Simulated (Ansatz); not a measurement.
C2H8OSSi can be A, `CO[SiH2]SC`, or B, `OCC[SiH2]S`.

Calculated with Ansatz (gas phase, PBE0-D4/def2-TZVP geometries, no zero-point term in ΔE). CCSD(T)/CBS is the MP2 limit (def2-TZVPP, def2-QZVPP) plus CCSD(T) − MP2 in def2-TZVPP, frozen cores. Functionals use def2-TZVPP. B3LYP here is the variant with VWN-RPA as its local correlation; programs differ in this. One conformer a species, not always the lowest.

(1) Which is lower in electronic energy at CCSD(T)/CBS, and by how much? (An estimate is asked.)

(2) Give E(B) − E(A) in kJ/mol with CCSD(T)/def2-TZVPP, r2SCAN-D4, ωB97M-V, HF/def2-TZVPP, MP2/def2-TZVPP, B3LYP, B3LYP-D4. (Best estimate.)

Largest T1 diagnostic: 0.011.

Answers

(1) The calculation gave: A, by 76.5 kJ/mol.

(2) Ansatz gave: CCSD(T)/def2-TZVPP 74.1, r2SCAN-D4 78.4, ωB97M-V 75.2, HF/def2-TZVPP 91.9, MP2/def2-TZVPP 77.2, B3LYP 84.5, B3LYP-D4 83.3. None reverses the order clearly.

In def2-TZVPP, CCSD(T) changes the Hartree–Fock value by −17.8 kJ/mol (the triples alone add −0.8 kJ/mol) and MP2 by −14.7 kJ/mol.
